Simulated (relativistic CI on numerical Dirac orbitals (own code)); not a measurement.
**Er4+: 5s photoemission**

Computed with this model: Dirac-Coulomb-Breit CI, orbitals from a KLI potential per configuration, model QED (radiative potential, 1s self-energy scaled to tabulated hydrogen-like ionisation energies), valence Slater integrals scaled by 0.9, multiplet model of photoemission in the sudden approximation; configurations [Xe] 4f10 → [Kr] 4d10 4f10 5s 5p6; 300 K; Lorentzian 1.05 eV and Gaussian 0.6 eV FWHM. Energies are those of the free ion, without screening or charge transfer. The energies are binding energies and can lie tens of eV above those of solids. Without intra-shell correlation the exchange splitting of an s hole comes out too large, often by half or more. S is read from ⟨S²⟩ = S(S + 1).

free ion: ground-state S = 1.94, centroid 110.10 eV. Peaks (eV, height): 109.2 (100), 111.8 (62).

Strongest unbroadened transitions for free ion:

| Energy (eV) | Relative strength |
| --- | --- |
| 109.05 | 100.0 |
| 109.65 | 22.4 |
| 111.77 | 64.8 |
| 112.53 | 0.2 |
| 112.96 | 1.8 |
| 114.12 | 0.0 |
| 114.70 | 0.0 |
| 115.25 | 0.0 |
